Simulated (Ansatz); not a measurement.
Cost and result for the atomization energy of `NB(Cl)CO` (10 atoms, 9 bonds).

Cartesian coordinates in Å:
```
N -0.230 1.614 0.480
B 0.316 0.355 0.287
Cl 1.914 0.009 0.998
C -0.377 -0.772 -0.571
O 0.013 -2.098 -0.280
H 0.243 2.348 0.979
H -1.136 1.870 0.125
H -1.465 -0.717 -0.447
H -0.189 -0.539 -1.634
H 0.911 -2.071 0.064
```

Total charge 0; spin multiplicity 1. All single points use the PBE0-D4/def2-TZVP geometry. It is one conformer, not always the lowest. Program: Ansatz. Hardware: A = 2 threads of an AMD EPYC 7R13 on a shared host; B = 2 threads of an AMD EPYC 7R13 on a shared host and a share of an NVIDIA H100 80 GB. Times are those of one run each, without the atoms' runs, and a repeat can differ threefold. Electronic energies, without spin–orbit coupling; frozen cores. CCSD(T)/CBS extrapolates def2-TZVPP and def2-QZVPP, and its time is that of the two runs behind it. T1 = 0.011. B3LYP takes the VWN-RPA correlation (the form of Gaussian; ORCA's B3LYP/G).

CCSD(T)/CBS is a level of theory with its own doubt, some kJ/mol a heavy atom from the limit and from the frozen cores, so smaller differences don't rank the functionals.

```csv
level,functions,wall time
PBE-D4/def2-TZVPP (with forces) [A],236,3.2 s
PBE0-D4/def2-TZVPP [A],236,3.7 s
r2SCAN-D4/def2-TZVPP (with forces) [A],236,5.5 s
B3LYP-D4/def2-TZVPP (with forces) [A],236,6 s
B2PLYP/def2-TZVPP [A],236,7 s
CCSD(T)/def2-TZVPP [B],236,8 s
ωB97X-V/def2-TZVPP [A],236,8.5 s
ωB97M-V/def2-TZVPP (with forces) [A],236,13 s
CCSD(T)/def2-QZVPP [B],448,19 s
CCSD(T)/CBS(def2),–,27 s
```

**Question.** What atomization energy does each give, and how far from CCSD(T)/CBS? (Best estimate.)

**Answer.** Ansatz gave: 
```json
{"level": "PBE-D4/def2-TZVPP (with forces) [A]", "atomization (kcal/mol)": "940.6", "difference from CCSD(T)/CBS": "28.1", "per bond": "3.1"}
{"level": "PBE0-D4/def2-TZVPP [A]", "atomization (kcal/mol)": "920.1", "difference from CCSD(T)/CBS": "7.6", "per bond": "0.8"}
{"level": "r2SCAN-D4/def2-TZVPP (with forces) [A]", "atomization (kcal/mol)": "918.2", "difference from CCSD(T)/CBS": "5.7", "per bond": "0.6"}
{"level": "B3LYP-D4/def2-TZVPP (with forces) [A]", "atomization (kcal/mol)": "915.8", "difference from CCSD(T)/CBS": "3.3", "per bond": "0.4"}
{"level": "B2PLYP/def2-TZVPP [A]", "atomization (kcal/mol)": "906.0", "difference from CCSD(T)/CBS": "-6.5", "per bond": "-0.7"}
{"level": "CCSD(T)/def2-TZVPP [B]", "atomization (kcal/mol)": "887.3", "difference from CCSD(T)/CBS": "-25.2", "per bond": "-2.8"}
{"level": "ωB97X-V/def2-TZVPP [A]", "atomization (kcal/mol)": "917.2", "difference from CCSD(T)/CBS": "4.7", "per bond": "0.5"}
{"level": "ωB97M-V/def2-TZVPP (with forces) [A]", "atomization (kcal/mol)": "920.9", "difference from CCSD(T)/CBS": "8.4", "per bond": "0.9"}
{"level": "CCSD(T)/def2-QZVPP [B]", "atomization (kcal/mol)": "902.1", "difference from CCSD(T)/CBS": "-10.4", "per bond": "-1.1"}
{"level": "CCSD(T)/CBS(def2)", "atomization (kcal/mol)": "912.5", "difference from CCSD(T)/CBS": "0.0", "per bond": "0.0"}
```

From PBE to PBE0 (25 % exact exchange), in def2-TZVPP and without D4, the atomization energy moves by −19.8 kcal/mol: exact exchange takes away binding that semilocal exchange gives to molecules. The D4 term adds +7.2 kcal/mol with B3LYP and +3.8 kcal/mol with PBE0; it sums over pairs of atoms, weighted by their polarisabilities, and B3LYP, whose exchange is more repulsive, gets the larger term. In def2-TZVPP, CCSD(T) changes the Hartree–Fock value by +234.4 kcal/mol (the triples alone add +14.9 kcal/mol) and MP2 by +256.0 kcal/mol; breaking electron pairs costs correlation energy, which Hartree–Fock lacks.
